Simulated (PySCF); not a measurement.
```xyz
5
charge 0 multiplicity 1, angstrom
Nb    0.0000    0.4217    0.2984
S     0.0000   -1.2916   -0.9141
H     1.4957    0.2020    1.2009
H    -1.4957    0.2020    1.2009
H     0.0000    1.6986   -0.9136
```

These are results of PBE0/[Nb def2-TZVP with ECP28, S def2-TZVP, H def2-TZVP], scalar-relativistic core potentials, density fitting, no spin–orbit coupling, PySCF, not measurements.

This geometry of H₃NbS is a stationary point at this level.

(1) What is the point group?

(2) Is it a minimum?

(3) Which band is strongest in the infrared?

(4) What are the dipole moment and the gap between the highest occupied and lowest empty levels?

(5) Give the atomic charges and bond orders.

Results:

(1) C3v.

(2) Yes: all harmonic wavenumbers are real.

(3) 1832 cm⁻¹ (e), 613 km/mol.

(4) 2.23 D and 5.55 eV.

(5) 
| atom | Mulliken | Löwdin | polar tensor | Mayer order to Nb1 |
| --- | --- | --- | --- | --- |
| Nb1 | 0.65 | -0.01 | 1.30 | – |
| S2 | -0.33 | 0.22 | -0.43 | 2.42 |
| H3,4,5 | -0.11 | -0.07 | -0.29 | 0.96 |

Stability towards spin polarisation was not tested. Only a few start shapes were tried, so a lower isomer may exist.
